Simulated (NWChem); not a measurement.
Species: C₃H₃, doublet; SMILES [CH]=C=C

Computed with NWChem. Spin-unrestricted. In the optimisation the excess spin sits in b1 (C2v, its own frame). Structure relaxed at the PBE-D3(BJ)/def2-SVP, spin-unrestricted level. No stability test was run on the SCF state. Gas-phase geometry, NWChem's default radii.

COSMO at PBE0/def2-SVP gives an electrostatic solvation energy of -0.87 kcal/mol for ε = 1.5. Its surface charges are scaled by f = (ε − 1)/ε.

Task: Estimate the value for ε = 78.4 from the scaling alone and compare it with a run.

Result: 
1. f = 0.3333 and 0.9872; their ratio is 2.962.
2. With a rigid solute density the energy is proportional to f: -0.87 × 2.962 = -2.58 kcal/mol.
3. The run gives -2.78 kcal/mol, 0.20 lower; the difference is the response of the solute's density to the stronger field.
